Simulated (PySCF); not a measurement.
C6H17N2 (SMILES CN(C)CC[NH+](C)C), charge +1, singlet, at a GFN2-xTB geometry. Base run: DF-SVWN5/def2-SV(P) run with PySCF.

The PySCF input:
```python
from pyscf import gto, scf, dft

mol = gto.M(
    atom='''
C     2.26536916    0.31431462    0.50585846
N     1.15346862    0.23022134   -0.43032181
C     1.60152577    0.54934793   -1.77779462
C     0.49118207   -1.06462411   -0.37062386
C    -0.51658112   -1.16229881    0.78140589
N    -1.60008823   -0.13377182    0.75007207
C    -1.10619707    1.19859853    1.15036394
C    -2.28362164   -0.05975024   -0.55323935
H     1.92338162    0.10696109    1.51771555
H     2.66999186    1.32352024    0.48216367
H     3.06942945   -0.38897791    0.25791456
H     2.34976669   -0.15828131   -2.15279708
H     0.75183778    0.55390119   -2.45936353
H     2.04139884    1.54406109   -1.77095564
H     1.20858733   -1.88864046   -0.22916079
H    -0.01628321   -1.24652824   -1.31913936
H     0.00046733   -1.06361622    1.73693340
H    -0.98095748   -2.14987700    0.74195894
H    -2.29661180   -0.42863635    1.44317985
H    -0.27808226    1.46439091    0.49064056
H    -0.75027345    1.17603757    2.17792389
H    -1.90475567    1.93289970    1.07205403
H    -2.56887089   -1.05433241   -0.89113852
H    -1.62175220    0.39810170   -1.28424377
H    -3.18099985    0.55034198   -0.46776023
''',
    basis='def2-sv(p)',
    charge=1,
    verbose=4,
)

mf = dft.RKS(mol)
mf.xc = 'lda,vwn'
mf = mf.density_fit(auxbasis='def2-universal-jkfit')
mf.kernel()
mf.analyze()
```

The base run was repeated with changes; each row names its change, and settings that it needs were set with it.

```
change                                     ΔE vs base (µEh)  grid points  electrons on the grid
-----------------------------------------  ----------------  -----------  ---------------------
base                                                    0.0       279248               65.99985
grids.atom_grid = (150, 974)                          -23.1      2035384               66.00000
grids.prune = dft.gen_grid.treutler_prune               0.3       239216               65.99985
grids.atom_grid = (99, 590)                           -23.5       813920               66.00001
grids.level = 4                                       -24.2       494440               66.00002
grids.level = 7                                       -22.3      1541680               66.00000
grids.prune = off                                      -0.1       437904               65.99986
grids.level = 2                                        -5.4       180560               65.99989
grids.becke_scheme = stratmann                          1.5       279248               65.99984
grids.radi_method = gauss_chebyshev                     0.1       273312               65.99985
small_rho_cutoff = 0                                    0.0       279248               65.99985
```
